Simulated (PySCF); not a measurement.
## Cd⁺ (cadmium, charge +1) across methods

[Kr] 4d10 5s1, 2S determinant. Computed with PySCF 2.14 in def2-QZVPPD with the def2 core potential (28 electrons) (7s5p4d4f2g, 88 functions), with a scalar-relativistic core potential.

```tsv
method	E (hartree)	mean ε 4d α (eV)	mean ε 4d β (eV)	mean ε 5s α (eV)	Σ⟨r²⟩ (bohr²)	⟨S²⟩
wB97M-V	-167.3922	-25.184	-24.981	-16.139	35.66	0.750
r2SCAN	-167.5094	-20.864	-20.581	-13.832	35.41	0.752
B3LYP	-167.5131	-22.257	-22.056	-14.271	35.64	0.750
M06	-167.5044	-22.730	-22.620	-14.265	35.47	0.751
PBE0	-167.4522	-22.657	-22.420	-14.271	35.57	0.751
PBE	-167.4560	-20.489	-20.230	-13.566	35.69	0.751
UHF	-166.61530	-28.226	-28.067	-15.728	35.83	0.751
LDA	-167.1477	-20.700	-20.464	-13.910	35.70	0.751
```

Task: Estimate the same row for PBEsol.

Result: E (hartree) = -167.2460; mean ε 4d α (eV) = -20.482; mean ε 4d β (eV) = -20.221; mean ε 5s α (eV) = -13.640; Σ⟨r²⟩ (bohr²) = 35.65; ⟨S²⟩ = 0.751.

Energies and moments cover only the electrons outside the core potential.
